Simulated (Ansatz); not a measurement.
Reaction (substitution at a C–Si bond): `O[SiH2]C(F)Br` + HI → `FC(Br)I` + silanol

Calculated with Ansatz (gas phase, PBE0-D4/def2-TZVP geometries, no zero-point term in ΔE). CCSD(T)/CBS adds triple-zeta CCSD(T) − MP2 to the extrapolated MP2 energy (def2 sets, frozen cores). Functionals use def2-TZVPP. def2 core potentials past Kr. For Br, I outer-core shells are correlated without core-valence functions, which leaves a few kJ/mol of doubt a bond. Scalar relativity is left out up to krypton. One conformer a species, not always the lowest.

CCSD(T)/CBS gives +50.0 kJ/mol.

Another level gave +51.3 kJ/mol. Which?
A. HF/def2-TZVPP
B. CCSD/def2-TZVPP
C. MP2/def2-TZVPP
D. r2SCAN/def2-TZVPP

D. r2SCAN 51.3, MP2/def2-TZVPP 47.0, HF/def2-TZVPP 61.8, CCSD/def2-TZVPP 57.0 kJ/mol.

Largest T1 diagnostic among the species: 0.011.

In def2-TZVPP, CCSD(T) changes the Hartree–Fock value by −7.8 kJ/mol (the triples alone add −3.1 kJ/mol) and MP2 by −14.8 kJ/mol. From PBE to PBE0 (25 % exact exchange), in def2-TZVPP and without D4, ΔE moves by +6.5 kJ/mol.
